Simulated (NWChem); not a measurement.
## Correlation energy of CH$_{3}$OS

```xyz
6

C      0.3118    -1.3914     0.0000
S     -0.5096     0.2193     0.0000
O      0.6088     1.2468     0.0000
H      0.9381    -1.4816    -0.8994
H     -0.4630    -2.1725     0.0000
H      0.9381    -1.4816     0.8994
```
Charge 0, spin multiplicity 2.

Program: NWChem. Structure: optimised with UPBE0/def2-SVP, a minimum by its harmonic frequencies.

Basis set: 6-311G**. Each correlation energy counts from its own Hartree-Fock reference.

The correlated methods keep 7 core orbitals frozen. The Pople sets run with spherical d functions. The structure started from a generated list of species. The unpaired electrons of the parent sit in orbitals of symmetry a" (Cs labels of the run); other states weren't searched. The stability of the SCF solutions was not checked. Open-shell Hartree-Fock references start from PBE0 orbitals. Coupled-cluster values serve here as a point of comparison, not as the truth.

```tsv
method	correlation energy (mHa)	remark
SCS-UMP2	-454.9	-
CCSD on ROHF	-507.5	large amplitudes
UMP2	___	-
CCSD[T] on ROHF	___	large amplitudes
CCSD(T) on ROHF	-525.4	large amplitudes
```

Task: What belongs in the gaps?

Result: 
- UMP2, correlation energy (mHa): -463.2
- CCSD[T] on ROHF, correlation energy (mHa): -526.9
